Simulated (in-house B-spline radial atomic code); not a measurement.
Radial electron density of the palladium ion Pd³⁺, [Kr] 4d7. Level of theory: non-relativistic B3LYP, spin-polarised, spherical fractional occupations, exact exchange averaged over the configuration, point nucleus; calculated with a radial B-spline atomic code at the basis-set limit.

Columns: r (bohr), 4πr²n(r) (electrons per bohr), bar.

```
 0.00142    1.516 #
 0.00173    2.187 #
  0.0021    3.115 ##
 0.00256    4.438 ###
 0.00312    6.261 ####
  0.0038    8.724 #####
 0.00462    11.96 #######
 0.00563    16.19 ##########
 0.00686    21.47 #############
 0.00835    27.76 #################
  0.0102    34.99 #####################
  0.0124    42.35 ##########################
  0.0151    49.26 ##############################
  0.0184    54.57 #################################
  0.0224    57.23 ###################################
  0.0272    56.78 ##################################
  0.0332    53.81 #################################
  0.0404     50.5 ###############################
  0.0492    49.82 ##############################
  0.0599    54.05 #################################
   0.073    62.55 ######################################
  0.0888     70.7 ###########################################
   0.108    72.58 ############################################
   0.132     65.5 ########################################
    0.16    54.88 #################################
   0.195    49.12 ##############################
   0.238    52.64 ################################
    0.29     58.1 ###################################
   0.353    54.23 #################################
    0.43    39.22 ########################
   0.523    23.21 ##############
   0.637    15.71 ##########
   0.776     16.1 ##########
   0.945    16.89 ##########
    1.15    13.89 ########
     1.4    8.752 #####
    1.71    4.284 ###
    2.08    1.711 #
    2.53   0.5446 
    3.08   0.1299 
    3.75  0.02105 
    4.57 0.002018
```

On this grid the curve has 4 maxima, near 0.0224, 0.108, 0.29, 0.945 bohr.

The 4d up radial function P(r) = rR(r), positive near the nucleus:

```tsv
r (bohr)	P
0.0124	0.001411
0.0184	0.004217
0.0272	0.01197
0.0404	0.03243
0.0599	0.08031
0.0888	0.1761
0.132	0.3257
0.195	0.4623
0.29	0.4225
0.43	0.04829
0.637	-0.5439
0.945	-0.9323
1.4	-0.8279
2.08	-0.4402
3.08	-0.1301
4.57	-0.01599
```
